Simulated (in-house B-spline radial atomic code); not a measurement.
## How G0W0 and RPA depend on the start: Sr+

Configuration [Kr] 5s1, highest spin. Computed with an all-electron radial atomic-structure program (B-spline basis): all electrons, non-relativistic, point nucleus, each spin shell either full or empty, empty states to l = 9 with an (l + 1/2)⁻⁴ tail; G0W0 by contour deformation at full frequency.

Without relativity these are model numbers: it shifts the levels of so heavy an element strongly and can reorder them.

| start | mean-field 5s up (eV) | G0W0 (eV) | QP weight | RPA correlation (Eh) |
| --- | --- | --- | --- | --- |
| Hartree-Fock | -10.321 | -11.131 | 0.965 | -2.4531 |
| LDA VWN5 | -8.736 | ? | ? | ? |
| PBE | -8.549 | ? | ? | ? |
| PBE0 | -9.097 | -11.297 | 0.926 | -2.6282 |
| r2SCAN | -8.626 | -11.337 | 0.909 | -2.6554 |
| HSE06 | -8.781 | -11.316 | 0.907 | -2.6371 |
| B3LYP (VWN-RPA) | -9.061 | -11.328 | 0.921 | -2.6438 |
| SCAN | -8.655 | -11.339 | 0.909 | -2.6536 |
| TPSS | -8.433 | -11.309 | 0.886 | -2.6847 |
| BHandHLYP | -9.570 | -11.256 | 0.945 | -2.5666 |
| CAM-B3LYP | -10.033 | -11.265 | 0.952 | -2.6087 |
| LC-wPBE | -10.766 | -11.197 | 0.964 | -2.6016 |
| wB97X | -10.472 | -11.185 | 0.962 | -2.5903 |
| PBEsol | -8.587 | -11.352 | 0.890 | -2.7008 |
| BLYP | -8.483 | -11.345 | 0.887 | -2.7012 |
| LDA exchange-only | -8.146 | -11.326 | 0.878 | -2.7015 |

(1) What G0W0 level, weight and RPA correlation energy follow from the LDA VWN5 start?

(2) What G0W0 level, weight and RPA correlation energy follow from the PBE start?

(3) How much of the dependence on the start does G0W0 remove?

Results:

(1) G0W0 level -11.379 eV, weight 0.894, RPA correlation -2.7042 hartree.

(2) G0W0 level -11.333 eV, weight 0.885, RPA correlation -2.6992 hartree.

(3) The mean-field levels span 2.62 eV and the G0W0 levels 0.248 eV. Against 11.030 eV (NIST, measured) the G0W0 removal energies are off by +0.10 to +0.35 eV, with relativity, Breit and QED terms left out.
